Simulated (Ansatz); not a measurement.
System: dimethylsilane, C2H8Si, net charge 0, singlet state. SMILES: [SiH2](C)C
Geometry: optimised at B3LYP-D3(BJ)/def2-TZVP (Ansatz, a first-principles code).

Atomisation energy built up term by term with Ansatz (kcal/mol; UHF references for open shells; valence terms freeze the core; atomic spin-orbit terms are left out). CBS marks a two-point X^-3 extrapolation of the correlation energy; Hartree-Fock from the larger set (for Q and 5 zeta extrapolated as (X+1)exp(-9√X)).

```tsv
term	basis	kcal/mol
Hartree-Fock	CBS(cc-pV(Q+d)Z,cc-pV(5+d)Z)	723.12
CCSD correlation	CBS(cc-pV(Q+d)Z,cc-pV(5+d)Z)	200.10
(T)	CBS(cc-pV(Q+d)Z,cc-pV(5+d)Z)	8.75
core correlation	cc-pwCVTZ	2.29
scalar relativity (X2C)	cc-pVTZ-DK against cc-pVTZ	-1.06
sum: De		933.2
```

(T) makes 0.9 % of the CCSD(T) atomisation energy; under 5 % is typical of single-reference molecules.
